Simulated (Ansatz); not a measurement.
BNH₃BrF₂, closed shell: a trajectory.

The input file, in.yaml:

```yaml
crystal:
  periodic: [false, false, false]
  atoms:
    - {symbol: B, position_ang: [-0.252787, 0.255972, -0.718255]}
    - {symbol: Br, position_ang: [1.168287, -0.665014, -1.837819]}
    - {symbol: F, position_ang: [-1.500446, -0.236071, -0.938368]}
    - {symbol: F, position_ang: [-0.157039, 1.611227, -0.752765]}
    - {symbol: H, position_ang: [1.061468, 0.145759, 1.044704]}
    - {symbol: N, position_ang: [0.123080, -0.171771, 0.819136]}
    - {symbol: H, position_ang: [0.096047, -1.183261, 0.911007]}
    - {symbol: H, position_ang: [-0.538609, 0.243160, 1.472358]}
basis:
  gaussian: {orbitals: def2-SVP}
hamiltonian: {xc: pbe0, dispersion: d4}
md: {n_steps: 25, timestep: 0.5, temperature: 8000, ensemble: nvt_langevin, seed: 992, friction: 0.05, initial_velocities: maxwell_boltzmann}
```

Launched with

```bash
ansatz run in.yaml --threads 8 --pin off --events-out ev --progress --plain --max-ram 19148MiB
```

The run's output (Ansatz 0.2.0):

```
Functional definition: PBE0
  name "PBE0"
  cite "Adamo & Barone, J. Chem. Phys. 110, 6158 (1999) doi:10.1063/1.478522"
  cite "Perdew, Burke & Ernzerhof, Phys. Rev. Lett. 77, 3865 (1996) doi:10.1103/PhysRevLett.77.3865"
  parent pbe
  parameter a = 0.25
  parameter kappa = 0.804
  parameter beta = 0.06672455060314922
  exchange = (1 - a)*pbe_x(kappa = kappa, mu = beta*pi^2/3) + a*exact_x
  correlation = pbe_c(beta = beta)
1094 factors; integrals over basis functions are off by at most 4.9e-4 eV
mean field evaluation 1: about -77666.3314 eV, gradient 4.9e1 eV
mean field evaluation 2: about -77664.7455 eV, gradient 5.8e1 eV
mean field evaluation 4: about -77670.3319 eV, gradient 1.5e0 eV
mean field evaluation 8: about -77670.3913 eV, gradient 5.5e-2 eV
mean field -77670.39130063 eV, -2854.3342334161 hartree, gradient 1.0e-5 eV, S^2 0.000000; 0 other end points of the search recorded, 0 dependent functions left out
the calculation of the forces begins
reference -77670.39132224 eV, -2854.3342342102 hartree; 34, 34 occupied and 69, 69 virtual orbitals, 1094 factors
md step     0: t =     0.00 fs  T =  7000.0 K  F+E_penalty+E_count = -77670.52386188 eV  E_kin = 7.238560 eV  (25 SCF iters)
md step     1: t =     0.50 fs  T =  7501.6 K  F+E_penalty+E_count = -77670.44533688 eV  E_kin = 7.757209 eV  (29 SCF iters, 5 dispersion substeps)
md step     2: t =     1.00 fs  T =  7255.4 K  F+E_penalty+E_count = -77670.23263761 eV  E_kin = 7.502636 eV  (29 SCF iters, 5 dispersion substeps)
md step     3: t =     1.50 fs  T =  8001.7 K  F+E_penalty+E_count = -77669.91402809 eV  E_kin = 8.274356 eV  (29 SCF iters, 5 dispersion substeps)
md step     4: t =     2.00 fs  T =  7793.6 K  F+E_penalty+E_count = -77669.56984050 eV  E_kin = 8.059184 eV  (29 SCF iters, 5 dispersion substeps)
md step     5: t =     2.50 fs  T =  8514.7 K  F+E_penalty+E_count = -77669.22094910 eV  E_kin = 8.804868 eV  (30 SCF iters, 5 dispersion substeps)
md step     6: t =     3.00 fs  T =  6613.5 K  F+E_penalty+E_count = -77668.90166937 eV  E_kin = 6.838898 eV  (30 SCF iters, 5 dispersion substeps)
md step     7: t =     3.50 fs  T =  6833.5 K  F+E_penalty+E_count = -77668.63275405 eV  E_kin = 7.066425 eV  (30 SCF iters, 5 dispersion substeps)
md step     8: t =     4.00 fs  T =  6428.6 K  F+E_penalty+E_count = -77668.35713657 eV  E_kin = 6.647664 eV  (31 SCF iters, 5 dispersion substeps)
md step     9: t =     4.50 fs  T =  5910.2 K  F+E_penalty+E_count = -77668.07630645 eV  E_kin = 6.111609 eV  (30 SCF iters, 5 dispersion substeps)
md step    10: t =     5.00 fs  T =  6048.2 K  F+E_penalty+E_count = -77667.83609830 eV  E_kin = 6.254369 eV  (31 SCF iters, 5 dispersion substeps)
md step    11: t =     5.50 fs  T =  6285.1 K  F+E_penalty+E_count = -77667.63683513 eV  E_kin = 6.499346 eV  (31 SCF iters, 5 dispersion substeps)
md step    12: t =     6.00 fs  T =  5304.4 K  F+E_penalty+E_count = -77667.48634206 eV  E_kin = 5.485158 eV  (31 SCF iters, 5 dispersion substeps)
md step    13: t =     6.50 fs  T =  5681.0 K  F+E_penalty+E_count = -77667.37883980 eV  E_kin = 5.874576 eV  (31 SCF iters, 5 dispersion substeps)
md step    14: t =     7.00 fs  T =  5366.1 K  F+E_penalty+E_count = -77667.27753120 eV  E_kin = 5.548936 eV  (31 SCF iters, 5 dispersion substeps)
md step    15: t =     7.50 fs  T =  5157.0 K  F+E_penalty+E_count = -77667.17310499 eV  E_kin = 5.332774 eV  (30 SCF iters, 5 dispersion substeps)
md step    16: t =     8.00 fs  T =  5090.2 K  F+E_penalty+E_count = -77667.09366232 eV  E_kin = 5.263642 eV  (28 SCF iters, 5 dispersion substeps)
md step    17: t =     8.50 fs  T =  5863.6 K  F+E_penalty+E_count = -77667.03969163 eV  E_kin = 6.063430 eV  (30 SCF iters, 5 dispersion substeps)
md step    18: t =     9.00 fs  T =  6073.1 K  F+E_penalty+E_count = -77666.97160674 eV  E_kin = 6.280099 eV  (30 SCF iters, 5 dispersion substeps)
md step    19: t =     9.50 fs  T =  6222.3 K  F+E_penalty+E_count = -77666.86617297 eV  E_kin = 6.434364 eV  (30 SCF iters, 5 dispersion substeps)
md step    20: t =    10.00 fs  T =  5924.9 K  F+E_penalty+E_count = -77666.67613806 eV  E_kin = 6.126852 eV  (29 SCF iters, 5 dispersion substeps)
md step    21: t =    10.50 fs  T =  6522.0 K  F+E_penalty+E_count = -77666.36063858 eV  E_kin = 6.744260 eV  (29 SCF iters, 5 dispersion substeps)
md step    22: t =    11.00 fs  T =  7028.1 K  F+E_penalty+E_count = -77665.97428493 eV  E_kin = 7.267668 eV  (29 SCF iters, 5 dispersion substeps)
md step    23: t =    11.50 fs  T =  7127.9 K  F+E_penalty+E_count = -77665.69006523 eV  E_kin = 7.370848 eV  (29 SCF iters, 5 dispersion substeps)
md step    24: t =    12.00 fs  T =  6946.3 K  F+E_penalty+E_count = -77665.80255458 eV  E_kin = 7.183028 eV  (29 SCF iters, 5 dispersion substeps)
md step    25: t =    12.50 fs  T =  7063.6 K  F+E_penalty+E_count = -77666.23638090 eV  E_kin = 7.304280 eV  (27 SCF iters, 5 dispersion substeps)
Total energy: -77666.23640239 eV, -2854.1815437219 hartree
Atom 0 at    -0.197994     0.291949    -0.824341 Å, force     7.186253     6.972760     0.662684 eV/Å
Atom 1 at     0.985659    -0.769335    -1.748563 Å, force     4.553752    -1.799147    -1.909603 eV/Å
Atom 2 at    -1.169125    -0.328039    -0.900258 Å, force   -13.724194    -5.614637    -0.860068 eV/Å
Atom 3 at    -0.095455     1.618992    -0.984232 Å, force    -0.047359     0.175180     0.693033 eV/Å
Atom 4 at     0.631635    -0.287448     0.389065 Å, force    -0.767995     0.013868     3.345881 eV/Å
Atom 5 at    -0.135958    -0.038204     1.177861 Å, force     1.157571    -7.307979    -5.680707 eV/Å
Atom 6 at    -0.514802    -0.997869     1.472369 Å, force     0.629113     2.812094     0.202081 eV/Å
Atom 7 at     0.089385     0.793608     1.498949 Å, force     1.012858     4.747860     3.546699 eV/Å
Dipole moment:    -0.044785    -0.166426     0.647759 e Å

[the SCF lines of later steps are left out]
```

The lines “mean field evaluation” count trial sets of orbitals through the whole run, from several starts and some on an approximate energy, so they need not fall steadily or lie above the final value.

The run took about 20 s on 8 CPU threads of an Intel Xeon Platinum 8488C (shared host).


The run ended normally. The set temperature is far above any at which the molecule holds together: the atoms start with that much kinetic energy, which flows into stretching the bonds.